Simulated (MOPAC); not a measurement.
Input file for MOPAC: PM6 on SeN, 2S+1 = 2, a spin state set in the input, which need not be the lowest, a point of a bond scan (R = 1.738 Å).

```
PM6 1SCF PRECISE CHARGE=0 UHF MS=0.5 THREADS=1
NSe

N      0.00000000 1     0.00000000 1     0.00000000 1
Se     0.00000000 1     0.00000000 1     1.73828200 1
```

The log:

```
*******************************************************************************
 **                                                                           **
 **                              MOPAC v23.2.5                                **
 **                                                                           **
 *******************************************************************************
 ** MOPAC's Digital Object Identifier: https://doi.org/10.5281/zenodo.6511958 **
 **                                                                           **
 ** Please cite the open-source release paper for use of this MOPAC version:  **
 ** J. E. Moussa and J. J. P. Stewart (2026)                                  **
 ** MOPAC: An open-source semiempirical molecular orbital program             **
 ** J. Open Source Softw., 11(119), 8025, https://doi.org/10.21105/joss.08025 **
 *******************************************************************************

                              PM6 CALCULATION RESULTS

 *******************************************************************************
 *  PM6        - The PM6 Hamiltonian to be used
 *  UHF        - UNRESTRICTED HARTREE-FOCK CALCULATION
 *
 *
 *
 *                 CHARGE ON SYSTEM = 0
 *
 *
 *
 *  MS=        - IN MECI, MAGNETIC COMPONENT OF SPIN =  0.5
 *  PRECISE    - TIGHTER CRITERIA TO BE USED
 *  1SCF       - DO 1 SCF AND THEN STOP
 *  THREADS=1  - MULTI-THREADING NOT USED
 *  T=         - A TIME OF 172800.0 SECONDS REQUESTED
 *  DUMP=N     - RESTART FILE WRITTEN EVERY 7200.0 SECONDS REQUESTED
 *******************************************************************************
PM6 1SCF PRECISE CHARGE=0 UHF MS=0.5 THREADS=1
 NSe

   ATOM   CHEMICAL          X               Y               Z
  NUMBER   SYMBOL      (ANGSTROMS)     (ANGSTROMS)     (ANGSTROMS)

     1       N          0.00000000  *   0.00000000  *   0.00000000  *
     2      Se          0.00000000  *   0.00000000  *   1.73828200  *



          CARTESIAN COORDINATES

    NO.       ATOM           X           Y           Z

     1         N          0.0000      0.0000      0.0000
     2        Se          0.0000      0.0000      1.7383

 General Reference for PM6:
 "Optimization of Parameters for Semiempirical Methods V: Modification of NDDO Approximations
 and Application to 70 Elements", J. J. P. Stewart, J. Mol. Mod., 13, 1173-1213 (2007)
 URL: https://link.springer.com/article/10.1007/s00894-007-0233-4

           Empirical Formula: N Se  =     2 atoms



      MOLECULAR POINT GROUP   :   C*v


          UHF CALCULATION, NO. OF ALPHA ELECTRONS =    6
                           NO. OF BETA  ELECTRONS =    5

 -------------------------------------------------------------------------------
 PM6 1SCF PRECISE CHARGE=0 UHF MS=0.5 THREADS=1
 NSe



     1SCF WAS SPECIFIED, SO BFGS WAS NOT USED
     SCF FIELD WAS ACHIEVED


                              PM6 CALCULATION
                                                       MOPAC v23.2.5 Linux




          FINAL HEAT OF FORMATION =         99.32789 KCAL/MOL =     415.58791 KJ/MOL


          COSMO AREA              =         74.79 SQUARE ANGSTROMS
          COSMO VOLUME            =         58.35 CUBIC ANGSTROMS

          IONIZATION POTENTIAL    =          8.687993 EV
          ALPHA SOMO LUMO (EV)    =         -8.688 -2.740
          BETA  SOMO LUMO (EV)    =        -10.480 -0.289
          NO. OF ALPHA ELECTRONS  =          6
          NO. OF BETA  ELECTRONS  =          5
          MOLECULAR WEIGHT        =         92.9667         POINT GROUP:  C*v

          MOLECULAR DIMENSIONS (Angstroms)

            Atom       Atom       Distance
           Se     2    N     1     1.73828
           Se     2    N     1     0.00000
            N     1   Se     2     0.00000


          SCF CALCULATIONS        =          1





   ATOM   CHEMICAL          X               Y               Z
  NUMBER   SYMBOL      (ANGSTROMS)     (ANGSTROMS)     (ANGSTROMS)

     1       N          0.00000000  *   0.00000000  *   0.00000000  *
     2      Se          0.00000000  *   0.00000000  *   1.73828200  *

                             CARTESIAN COORDINATES

   1    N        0.000000000     0.000000000     0.000000000
   2   Se        0.000000000     0.000000000     1.738282000


           Empirical Formula: N Se  =     2 atoms



      MOLECULAR POINT GROUP   :   C*v


          ALPHA EIGENVALUES
 -27.31545 -19.53065 -14.03791 -13.51446 -13.11643  -8.68799  -2.73960  -0.43843


           BETA EIGENVALUES
 -25.26267 -19.76881 -11.51965 -11.26341 -10.47997  -0.28932  -0.03874   0.65161


              NET ATOMIC CHARGES AND DIPOLE CONTRIBUTIONS

  ATOM NO.   TYPE          CHARGE      No. of ELECS.   s-Pop       p-Pop
    1          N          -0.257615        5.2576     1.91508     3.34254
    2         Se           0.257615        5.7424     1.98417     3.75822
 DIPOLE           X         Y         Z       TOTAL
 POINT-CHG.     0.000     0.000     2.151     2.151
 HYBRID        -0.000     0.000     0.133     0.133
 SUM           -0.000     0.000     2.284     2.284


          ATOMIC ORBITAL ELECTRON POPULATIONS

     Atom    s        px        py        pz
    1  N   1.91508   1.15636   0.97972   1.20646
    2 Se   1.98417   1.84364   1.02028   0.89430


                    (SZ)    =    0.500000
                    (S**2)  =    1.359417


          ATOMIC ORBITAL SPIN POPULATIONS

    Atom   Total    s     px     py     pz
         Atomic
    1  N  1.7902  0.006  0.844  0.754  0.186
    2 Se -0.7902  0.003  0.156 -0.754 -0.195

 **********************
 *                    *
 * JOB ENDED NORMALLY *
 *                    *
 **********************




 == MOPAC DONE ==
```

The run finished. Its determinant has ⟨S²⟩ = 1.36, a mixture of spin states.

Cost: around 0.020 core-seconds (rough).
